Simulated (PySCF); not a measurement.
## B⁺ (boron, charge +1) across methods

[He] 2s1 3d1, high-spin 3D determinant (an excited configuration). Computed with PySCF 2.14 in dyall-av3z (15s9p3d2f, 71 functions), with no relativity, point nucleus.

```json
{"method": "PBE", "E (hartree)": "-23.6511", "mean ε 1s β (eV)": "-203.63", "mean ε 2s α (eV)": "-26.037", "mean ε 3d α (eV)": "-5.112", "Σ⟨r²⟩ (bohr²)": "26.18", "⟨S²⟩": "2.000"}
{"method": "LDA", "E (hartree)": "-23.3924", "mean ε 1s β (eV)": "-201.67", "mean ε 2s α (eV)": "-25.843", "mean ε 3d α (eV)": "-4.937", "Σ⟨r²⟩ (bohr²)": "26.25", "⟨S²⟩": "2.000"}
{"method": "M06", "E (hartree)": "-23.6931", "mean ε 1s β (eV)": "-211.44", "mean ε 2s α (eV)": "-27.030", "mean ε 3d α (eV)": "-5.358", "Σ⟨r²⟩ (bohr²)": "26.48", "⟨S²⟩": "2.000"}
{"method": "UHF", "E (hartree)": "-23.60377", "mean ε 1s β (eV)": "-232.20", "mean ε 2s α (eV)": "-31.331", "mean ε 3d α (eV)": "-6.203", "Σ⟨r²⟩ (bohr²)": "27.75", "⟨S²⟩": "2.000"}
{"method": "r2SCAN", "E (hartree)": "-23.6738", "mean ε 1s β (eV)": "-206.94", "mean ε 2s α (eV)": "-26.386", "mean ε 3d α (eV)": "-4.987", "Σ⟨r²⟩ (bohr²)": "26.71", "⟨S²⟩": "2.000"}
{"method": "wB97M-V", "E (hartree)": "-23.6855", "mean ε 1s β (eV)": "-213.70", "mean ε 2s α (eV)": "-29.368", "mean ε 3d α (eV)": "-6.268", "Σ⟨r²⟩ (bohr²)": "25.35", "⟨S²⟩": "2.000"}
{"method": "B3LYP", "E (hartree)": "-23.6915", "mean ε 1s β (eV)": "-210.03", "mean ε 2s α (eV)": "-27.165", "mean ε 3d α (eV)": "-5.357", "Σ⟨r²⟩ (bohr²)": "26.61", "⟨S²⟩": "2.000"}
{"method": "HSE06", "E (hartree)": "-23.6581", "mean ε 1s β (eV)": "-210.60", "mean ε 2s α (eV)": "-27.057", "mean ε 3d α (eV)": "-5.128", "Σ⟨r²⟩ (bohr²)": "26.62", "⟨S²⟩": "2.000"}
{"method": "PBE0", "E (hartree)": "-23.6541", "mean ε 1s β (eV)": "-210.98", "mean ε 2s α (eV)": "-27.465", "mean ε 3d α (eV)": "-5.459", "Σ⟨r²⟩ (bohr²)": "26.58", "⟨S²⟩": "2.000"}
```

The outer electron is Rydberg-like, and this basis confines it to a smaller radius and binds it less than a complete one would.
